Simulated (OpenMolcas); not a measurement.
**Ru4+: moving or changing the point charges**

Ru4+ among 4 point charges of -1.5 e arranged as a square (D4h), 2.05 Å from the ion.
```
   2.0500    0.0000    0.0000  -1.50
   0.0000    2.0500    0.0000  -1.50
  -2.0500    0.0000    0.0000  -1.50
   0.0000   -2.0500    0.0000  -1.50
```

```yaml
Program: OpenMolcas
Method: CASSCF
Basis: ANO-RCC-VDZP [6s5p3d1f]
Scalar_Hamiltonian: DKH2, point nucleus
Active_space: 4 electrons in 5 orbitals (4d)
State_averaging: 2S+1 = 5 even, 5 roots; 2S+1 = 3 even, 45 roots; 2S+1 = 1 even, 50 roots
Spin-orbit_coupling: state interaction with AMFI integrals over the reference wave functions
```

Runs around this geometry, states (labels of D4, the rotations of D4h). Energies in cm-1 above the lowest state or level, χT in cm3 K/mol.

| R (Å) | q (e) | Ground state | First state of that spin | First gap with spin-orbit (degeneracies) | χT at 300 K | First state of another spin |
| --- | --- | --- | --- | --- | --- | --- |
| 2.05 | -1.2 | 5B1 | 5B2 3903 | 12.6 (1, 1) | 1.827 | 3B1 20845 |
| 1.85 | -1.5 | 5B1 | 5B2 7689 | 7.6 (1, 1) | 2.359 | 3E 20594 |
| 2.05 | -1.5 | 5B1 | 5B2 4798 | 10.2 (1, 1) | 2.005 | 3E 20863 |
| 2.19 | -1.5 | 5B1 | 5B2 3523 | 12.8 (1, 1) | 1.742 | 3B1 20851 |

Taking the first state of the same spin as R^-n, n = -ln(3523 / 7689) / ln(2.19 / 1.85) = 4.6 between the shortest and longest distance.

Scaling the charges by -1.2 / -1.5 = 0.80 scales the first state of the same spin by 3903 / 4798 = 0.81; with fixed orbitals a first-order splitting would follow the charge.

Without dynamic correlation the repulsion within the d shell is too large (B by tens of per cent), so at a given field states of lower spin stand too high. Point charges give a weaker field than real ligands, and real ions of this kind are as a rule low spin; the high spin found here belongs to the model. Point charges carry no covalency, so the field is a model and not that of real ligands. No measured value stands beside these numbers.
